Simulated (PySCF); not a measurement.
# Broadened absorption spectrum of C5H5ClN2O

Compound: C5H5ClN2O.
Atom-mapped SMILES: `[Cl:1][c:2]1[n:3][n:4][c:5]([CH:6]2[CH2:7][CH2:8]2)[o:9]1` (hydrogens: H10 on C6; H11, H12 on C7; H13, H14 on C8)

The calculation used TDDFT PBE0/def2-SVPD, vertical, gas phase, core orbitals frozen in the response (PySCF 2.14.0, density-fitted response routines). One conformer (not necessarily the lowest) at the GFN2-xTB geometry, without solvent, vibrations or thermal averaging. Torsions of this conformer, `[Cl:1][c:2]1[n:3][n:4][c:5]([CH:6]2[CH2:7][CH2:8]2)[o:9]1`: N4–C5–C6–C7 -146°.

Computed states:

| state | E (eV) | f |
| --- | --- | --- |
| S1 | 5.66 | 0.0001 |
| S2 | 5.97 | 0.380 |
| S3 | 6.62 | 0.0015 |
| S4 | 6.87 | 0.014 |
| S5 | 7.09 | 0.0051 |
| S6 | 7.12 | 0.0014 |
| S7 | 7.21 | 0.077 |
| S8 | 7.30 | 0.0059 |

Broadening: Gaussians 0.5 eV wide at half height, area fixed by f = 4.319×10⁻⁹ ∫ε dν̃. The cross-section is σ = 3.8235×10⁻²¹ ε cm², given in Mb (10⁻¹⁸ cm²). The width is an assumption, not a result. The curve ends short of the highest state used, and states not computed would add to its high-energy end.

Q: What does the envelope look like, and where are its maxima?

A: 
```tsv
λ (nm)	σ (Mb)
185.0	3.71
186.9	2.91
188.8	2.97
190.8	4.34
192.7	7.48
194.6	13.03
196.6	21.87
198.5	32.94
200.4	45.68
202.4	59.09
204.3	69.73
206.2	76.50
208.2	78.27
210.1	74.82
212.0	67.23
214.0	56.39
215.9	45.10
217.8	34.23
219.8	24.28
221.7	16.70
223.6	10.99
225.6	6.77
227.5	4.10
229.5	2.33
231.4	1.31
233.3	0.71
235.3	0.36
237.2	0.19
239.1	0.09
241.1	0.04
243.0	0.02
244.9	0.01
246.9	0.00
248.8	0.00
250.7	0.00
252.7	0.00
```

Maxima: 208 nm (5.97 eV), ε about 20000, made up of S2 (100%) (ε in L mol⁻¹ cm⁻¹; maxima over ε = 5, shares over 10%). At its high-energy end, 6.70 eV, the curve is still rising (ε about 960, from S4 and S7).

Q: Coming from long wavelengths, where does ε first pass 100 L mol⁻¹ cm⁻¹?

A: At about 235 nm (5.27 eV), 0.38 eV below S1.

Q: What would ε be at 5.97 eV, the highest of these maxima, with half the width (0.25 eV)?

A: About 41000 L mol⁻¹ cm⁻¹ against 20500, a factor of about 2.00; a lone state at its own centre would give exactly 2.

Q: On this curve, what absorbance would a 10⁻⁴ mol/L sample give at 222 nm over a 1 cm path?

A: 222 nm is 5.585 eV, where ε is about 4100 L mol⁻¹ cm⁻¹, so A = ε c l ≈ 0.41 (Beer–Lambert, with the gas-phase spectrum and the assumed width).

On an Arm Neoverse V2 with one thread, shared host with 96 logical CPUs at a one-minute load of 43, this took 40 s of wall time and 0.93 GiB of memory at its peak.
